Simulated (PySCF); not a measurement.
An unknown shows these calculated signals:

1H NMR (400 MHz, computed): δ 6.16 (m, 1H), 2.55 (m, 1H), 2.42 (m, 1H), 2.09 (m, 1H), 2.03 (s, 1H), 1.98 (m, 1H), 1.14 (m, 1H), 1.02 (m, 1H).

13C{1H} NMR (computed): δ 144.4 (C), 135.0 (CH), 103.8 (CH), 87.6 (C), 27.2 (CH2), 25.2 (CH2), 13.2 (CH2).

Computational details: coordinates at the GFN2-xTB level, NMR shieldings at PBE0/pcSseg-1/GIAO, in PySCF 2.14.0 with density-fitted response routines (relativity neglected, gas phase, one computed conformer).

References, each an isolated molecule treated in the same way: 1H, 13C vs TMS.

Task: Which of these does the molecule contain: a C≡C triple bond, a non-aromatic C=C double bond, a Si–H bond, a carboxylic acid, an ester?

Result: 
- A C≡C triple bond: yes (δC 103.8, 87.6; δH 2.03 (s)).
- A non-aromatic C=C double bond: yes.
- A Si–H bond: no.
- A carboxylic acid: no.
- An ester: no.

The data belong to SMILES ClC1=CCC[Si@](C#C)(F)C1, C7H8ClFSi; they needn't prove each group on their own.

Carbon signals by region: 3 in the sp2 and nitrile region (100–160 ppm), 1 at 50–100 ppm, 3 below 50 ppm.

Carbons that carry Cl, above all several Cl atoms, come out too deshielded, partly because spin–orbit coupling is missing. Splittings by 19F in the carbon and heteronuclear signals aren't shown, as no couplings were computed. Shifts are as computed. Against solution values, carbons near 30 ppm lie about +3 ppm off and those near 130 ppm about +5 ppm; carbons on Cl a further +6 ppm. Of 1309 compounds with measured shifts, 239 miss one by over three times the rms of a fit or turn the order of signals round; such compounds aren't used in these exercises. No couplings were computed; multiplicities are counted from neighbouring protons, with m where these are inequivalent, close in shift, in a saturated or five-membered ring or joined by F or P, and br s for small geminal =CH2 splittings.
